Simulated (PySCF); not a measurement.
ClRb, SMILES [Cl][Rb] (connectivity only; charge and spin as stated), charge +1, multiplicity 2.

Geometry: B3LYP-D3(BJ)/def2-TZVPD. The multiplicity is an assumed one; other spin states were not compared. The def2 effective core potentials stand for the cores of Rb; spin–orbit coupling is left out.

Two levels are set side by side: PBE/def2-TZVPD (PySCF) and r2SCAN/def2-TZVPD (PySCF). Same geometry, gas phase. Differences are taken from unrounded values.

```csv
quantity,r2SCAN,PBE,PBE minus r2SCAN
α-spin orbital gap (eV),7.79,6.43,-1.36
β-spin orbital gap (eV),1.25,0.39,-0.86
```

Rough cost on one machine, each run with all the roots and properties that it gave: r2SCAN against PBE about 4 times.
